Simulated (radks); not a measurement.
Values are calculated unless marked as measured or tabulated.
Species: F2+. Configuration: [He] 2s1.5 2p3 3s0.5 (fractional occupations, a model configuration). Level of theory: scalar-relativistic Kohn-Sham, LDA (Slater exchange, Perdew-Zunger correlation), spin-polarised, spherical densities, finite nucleus; open shells are filled with parallel spins first; Fermi nuclear charge, rms radius 2.8976 fm (a radial shooting solver on a logarithmic mesh with Libxc functionals).

Local quantities along the radius. ELF = 1/(1 + alpha^2) is the electron localisation function; alpha = (tau - tau_W)/tau_unif compares the Pauli kinetic energy density with that of the uniform gas (summed over spins). tau is taken from the large components.

r (bohr),ELF,alpha
0.007914,1.000,0.004033
0.008923,1.000,0.004126
0.01006,1.000,0.004235
0.01134,1.000,0.004364
0.01279,1.000,0.004516
0.01431,1.000,0.004683
0.01613,1.000,0.004893
0.01819,1.000,0.005143
0.0205,1.000,0.005442
0.02312,1.000,0.005802
0.02586,1.000,0.006206
0.02916,1.000,0.006733
0.03287,1.000,0.007383
0.03706,1.000,0.008195
0.04146,1.000,0.009146
0.04674,1.000,0.01044
0.0527,1.000,0.01213
0.05942,1.000,0.01438
0.067,1.000,0.01741
0.07494,1.000,0.02130
0.08449,0.999,0.02714
0.09526,0.999,0.03568
0.1074,0.998,0.04851
0.1211,0.995,0.06846
0.1355,0.991,0.09783
0.1527,0.978,0.1491
0.1722,0.947,0.2361
0.1942,0.871,0.3853
0.2189,0.712,0.6357
0.2448,0.504,0.9925
0.2761,0.314,1.479
0.3113,0.218,1.893
0.3509,0.203,1.980
0.3957,0.257,1.700
0.4426,0.375,1.292
0.499,0.554,0.8974
0.5626,0.714,0.6324
0.6344,0.811,0.4829
0.7153,0.858,0.4073
0.8,0.875,0.3780
0.902,0.874,0.3795
1.017,0.852,0.4168
1.147,0.794,0.5092
1.293,0.664,0.7107
1.446,0.449,1.107
1.63,0.210,1.941
1.838,0.093,3.116
2.073,0.072,3.590
2.318,0.117,2.752
2.614,0.308,1.497
2.947,0.676,0.6928
3.323,0.914,0.3077
3.747,0.981,0.1387
4.191,0.995,0.06799
4.725,0.999,0.03285
5.327,1.000,0.01642
6.007,1.000,0.008440
6.773,1.000,0.004419
7.575,1.000,0.002436

On this mesh the ELF has minima near r = 0.35, 2.1 bohr, which separate the shells, and maxima near 0.80 (0.87).

Self-consistent cycle (total energy in hartree, residual of the potential): 1: -96.160092, 2e+00; 2: -96.282947, 1e+00; 3: -96.357965, 4e-02; 4: -96.358278, 3e-02; 5: -96.358323, 4e-03; 6: -96.358326, 6e-05; 7: -96.358326, 3e-05; 8: -96.358326, 5e-07; 9: -96.358326, 2e-07; 10: -96.358326, 7e-08; 11: -96.358326, 7e-08; 12: -96.358326, 2e-09.
